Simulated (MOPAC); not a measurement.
Input for MOPAC: PM7 on GaH2IO2 (SMILES [OH][Ga]([OH])[I]), a point of a torsion scan.

```
PM7 1SCF PRECISE CHARGE=0 THREADS=1
GaH2IO2

O     -0.88772863 1    -1.20027912 1     0.50788994 1
Ga     0.36309675 1     0.00121571 1     0.59595094 1
O      0.69539729 1     0.74809677 1     2.12132129 1
I      1.85954108 1     0.52589593 1    -1.30527295 1
H     -1.38743435 1    -1.47441504 1    -0.25793842 1
H      0.16170390 1     0.53049601 1     2.88575133 1
```

Program output:

```
*******************************************************************************
 **                                                                           **
 **                              MOPAC v23.2.5                                **
 **                                                                           **
 *******************************************************************************
 ** MOPAC's Digital Object Identifier: https://doi.org/10.5281/zenodo.6511958 **
 **                                                                           **
 ** Please cite the open-source release paper for use of this MOPAC version:  **
 ** J. E. Moussa and J. J. P. Stewart (2026)                                  **
 ** MOPAC: An open-source semiempirical molecular orbital program             **
 ** J. Open Source Softw., 11(119), 8025, https://doi.org/10.21105/joss.08025 **
 *******************************************************************************

                              PM7 CALCULATION RESULTS

 *******************************************************************************
 *  PM7        - The PM7 Hamiltonian to be used
 *
 *
 *
 *                 CHARGE ON SYSTEM = 0
 *
 *
 *
 *  PRECISE    - TIGHTER CRITERIA TO BE USED
 *  1SCF       - DO 1 SCF AND THEN STOP
 *  THREADS=1  - MULTI-THREADING NOT USED
 *  T=         - A TIME OF 172800.0 SECONDS REQUESTED
 *  DUMP=N     - RESTART FILE WRITTEN EVERY 7200.0 SECONDS REQUESTED
 *******************************************************************************
PM7 1SCF PRECISE CHARGE=0 THREADS=1
 GaH2IO2

   ATOM   CHEMICAL          X               Y               Z
  NUMBER   SYMBOL      (ANGSTROMS)     (ANGSTROMS)     (ANGSTROMS)

     1       O         -0.88772863  *  -1.20027912  *   0.50788994  *
     2      Ga          0.36309675  *   0.00121571  *   0.59595094  *
     3       O          0.69539729  *   0.74809677  *   2.12132129  *
     4       I          1.85954108  *   0.52589593  *  -1.30527295  *
     5       H         -1.38743435  *  -1.47441504  *  -0.25793842  *
     6       H          0.16170390  *   0.53049601  *   2.88575133  *



          CARTESIAN COORDINATES

    NO.       ATOM           X           Y           Z

     1         O         -0.8877     -1.2003      0.5079
     2        Ga          0.3631      0.0012      0.5960
     3         O          0.6954      0.7481      2.1213
     4         I          1.8595      0.5259     -1.3053
     5         H         -1.3874     -1.4744     -0.2579
     6         H          0.1617      0.5305      2.8858

 General Reference for PM7:
 "Optimization of Parameters for Semiempirical Methods VI: More Modifications to the
 NDDO Approximations and Re-optimization of Parameters", J. J. P. Stewart, J. Mol. Mod., 1:32, 19 (2013)
 https://link.springer.com/article/10.1007/s00894-012-1667-x

           Empirical Formula: H2 O2 Ga I  =     6 atoms



      MOLECULAR POINT GROUP   :   C1


      RHF CALCULATION, NO. OF DOUBLY OCCUPIED LEVELS = 12


 -------------------------------------------------------------------------------
 PM7 1SCF PRECISE CHARGE=0 THREADS=1
 GaH2IO2



     1SCF WAS SPECIFIED, SO BFGS WAS NOT USED
     SCF FIELD WAS ACHIEVED


                              PM7 CALCULATION
                                                       MOPAC v23.2.5 Linux




          FINAL HEAT OF FORMATION =       -106.02470 KCAL/MOL =    -443.60734 KJ/MOL


          COSMO AREA              =        124.22 SQUARE ANGSTROMS
          COSMO VOLUME            =        110.38 CUBIC ANGSTROMS

          IONIZATION POTENTIAL    =          9.736597 EV
          HOMO LUMO ENERGIES (EV) =         -9.737 -0.476
          NO. OF FILLED LEVELS    =         12
          MOLECULAR WEIGHT        =        230.6541         POINT GROUP:  C1

          MOLECULAR DIMENSIONS (Angstroms)

            Atom       Atom       Distance
            H     6    I     4     4.52188
            H     5    O     3     3.59261
            H     5    O     1     0.24905


          SCF CALCULATIONS        =          1





   ATOM   CHEMICAL          X               Y               Z
  NUMBER   SYMBOL      (ANGSTROMS)     (ANGSTROMS)     (ANGSTROMS)

     1       O         -0.88772863  *  -1.20027912  *   0.50788994  *
     2      Ga          0.36309675  *   0.00121571  *   0.59595094  *
     3       O          0.69539729  *   0.74809677  *   2.12132129  *
     4       I          1.85954108  *   0.52589593  *  -1.30527295  *
     5       H         -1.38743435  *  -1.47441504  *  -0.25793842  *
     6       H          0.16170390  *   0.53049601  *   2.88575133  *

                             CARTESIAN COORDINATES

   1    O       -0.887728630    -1.200279120     0.507889940
   2   Ga        0.363096750     0.001215710     0.595950940
   3    O        0.695397290     0.748096770     2.121321290
   4    I        1.859541080     0.525895930    -1.305272950
   5    H       -1.387434350    -1.474415040    -0.257938420
   6    H        0.161703900     0.530496010     2.885751330


           Empirical Formula: H2 O2 Ga I  =     6 atoms



      MOLECULAR POINT GROUP   :   C1


                  EIGENVALUES
 -29.09922 -28.17500 -24.67634 -18.69956 -17.25369 -14.28556 -13.07695 -12.93954
 -12.30668 -11.32178  -9.78882  -9.73660  -0.47562   0.30876   2.05425   2.30359
   5.64806   6.03866 122.64894 122.69526 122.74579 123.07130 123.07439


              NET ATOMIC CHARGES AND DIPOLE CONTRIBUTIONS

  ATOM NO.   TYPE          CHARGE      No. of ELECS.   s-Pop       p-Pop       d-Pop
    1          O          -0.801042        6.8010     1.75115     5.04989
    2         Ga           0.857606        2.1424     1.06279     1.07961
    3          O          -0.730336        6.7303     1.77624     4.95409
    4          I          -0.073323        7.0733     1.88660     5.18296     0.00376
    5          H           0.381480        0.6185     0.61852
    6          H           0.365615        0.6344     0.63438
 DIPOLE           X         Y         Z       TOTAL
 POINT-CHG.    -0.441     0.044    -1.886     1.937
 HYBRID        -1.182    -0.494     1.201     1.756
 SUM           -1.623    -0.450    -0.685     1.818


          ATOMIC ORBITAL ELECTRON POPULATIONS

     Atom    s        px        py        pz      x^2-y^2     xz        z^2       yz        xy
    1  O   1.75115   1.68534   1.74229   1.62226
    2 Ga   1.06279   0.34296   0.28253   0.45412
    3  O   1.77624   1.72385   1.79973   1.43051
    4  I   1.88660   1.70193   1.94619   1.53484   0.00035   0.00199   0.00072   0.00041   0.00030
    5  H   0.61852
    6  H   0.63438

 **********************
 *                    *
 * JOB ENDED NORMALLY *
 *                    *
 **********************




 == MOPAC DONE ==
```

The run finished.

Cost: roughly 0.09 core-seconds.
